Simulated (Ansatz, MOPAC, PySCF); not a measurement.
System: CHF2, net charge 1, singlet state. SMILES of the parent species: F[CH]F
Structure (B3LYP-D3(BJ)/def2-TZVP (Ansatz, a first-principles code) minimum search):
```
C
F 1 1.2334
F 1 1.2334 2 118.06
H 1 1.0970 2 120.97 3 180.00
```
Charge +1, spin multiplicity 1.

Unscaled harmonic wavenumbers (cm⁻¹) in rising order, each level at the stationary point that it reaches from this structure (no distance between atoms moves by over 0.3 Å); the order of modes can differ between levels, and a negative number is imaginary. B3LYP-D3(BJ)/def2-TZVP (PySCF, at the structure above): 668, 1083, 1315, 1387, 1633, 3129.

AM1 (MOPAC): 552, 971, 1171, 1432, 1599, 2896. Zero-point energy 12.3 against 13.2 kcal/mol; where all levels lie over 400 cm⁻¹, the wavenumbers are on average 0.925 times those of B3LYP-D3(BJ)/def2-TZVP.

HF/3-21G (Ansatz): 670, 1202, 1418, 1429, 1751, 3393. Zero-point energy 14.1 against 13.2 kcal/mol; where all levels lie over 400 cm⁻¹, the wavenumbers are on average 1.063 times those of B3LYP-D3(BJ)/def2-TZVP.

B3LYP/6-31G* (Ansatz): 655, 1078, 1324, 1390, 1671, 3198. Zero-point energy 13.3 against 13.2 kcal/mol; where all levels lie over 400 cm⁻¹, the wavenumbers are on average 1.005 times those of B3LYP-D3(BJ)/def2-TZVP.
